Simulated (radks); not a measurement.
Values are calculated unless marked as measured or tabulated.
Species: the iodine ion I5+. Configuration: [Kr] 4d10 5s2.

Code: a radial shooting solver on a logarithmic mesh with Libxc functionals. Model: Dirac Kohn-Sham, PBE, spin-unpolarised, spherical densities, finite nucleus; Fermi nuclear charge, rms radius 4.75 fm.

Energy parts (eV):
total: -193562.218
kinetic: 205162.269
electron-nucleus: -467568.897
Hartree: 73737.734
exchange-correlation: -4893.324

Orbitals (lengths in bohr, moments of r in powers of bohr; <r^-3> diverges for s and p1/2; r(90%) holds 90 % of the orbital's charge):
| orbital | occ. | eigenvalue (eV) | r(90%) | <r^4> | <1/r> | <r^-3> | small-component weight |
|---|---|---|---|---|---|---|---|
| 1s1/2 | 2 | -33018.73 | 0.0490 | 2.642e-06 | 56.84 | - | 3.81e-02 |
| 2s1/2 | 2 | -5150.354 | 0.181 | 0.0004492 | 13.26 | - | 8.15e-03 |
| 2p1/2 | 2 | -4836.199 | 0.162 | 0.0002868 | 13.25 | - | 8.18e-03 |
| 2p3/2 | 4 | -4537.438 | 0.169 | 0.0003442 | 12.22 | 5231 | 7.76e-03 |
| 3s1/2 | 2 | -1086.971 | 0.461 | 0.01932 | 4.731 | - | 2.41e-03 |
| 3p1/2 | 2 | -957.0402 | 0.457 | 0.01842 | 4.641 | - | 2.36e-03 |
| 3p3/2 | 4 | -900.8034 | 0.473 | 0.02121 | 4.387 | 1006 | 2.24e-03 |
| 3d3/2 | 4 | -671.8549 | 0.450 | 0.01728 | 4.241 | 161.0 | 2.12e-03 |
| 3d5/2 | 6 | -660.0283 | 0.455 | 0.01806 | 4.176 | 148.9 | 2.09e-03 |
| 4s1/2 | 2 | -239.1568 | 1.07 | 0.5587 | 1.903 | - | 6.91e-04 |
| 4p1/2 | 2 | -193.7441 | 1.13 | 0.6938 | 1.794 | - | 6.30e-04 |
| 4p3/2 | 4 | -182.7437 | 1.17 | 0.7982 | 1.713 | 197.2 | 5.95e-04 |
| 4d3/2 | 4 | -109.5021 | 1.37 | 1.494 | 1.470 | 24.35 | 4.58e-04 |
| 4d5/2 | 6 | -107.7508 | 1.38 | 1.563 | 1.450 | 22.33 | 4.49e-04 |
| 5s1/2 | 2 | -68.9886 | 2.48 | 16.32 | 0.7566 | - | 1.57e-04 |

The highest occupied level is 5s1/2 at -68.989 eV. For comparison, the ionisation energy in NIST's Atomic Spectra Database is 74.4 eV (semi-empirical). In exact Kohn-Sham theory the highest level is minus the ionisation energy, but local and semilocal functionals leave it too shallow, through self-interaction and a potential that decays too fast; potentials with the right tail come closer. Summed over all electrons, <r^2> = 23.87 bohr^2, which gives a Langevin (diamagnetic) susceptibility term of -18.9 x 10^-6 cm^3/mol. The density falls to 0.001 e/bohr^3 at r = 3.07 bohr. The electron density at the nucleus is 2.491e+05 e/bohr^3.
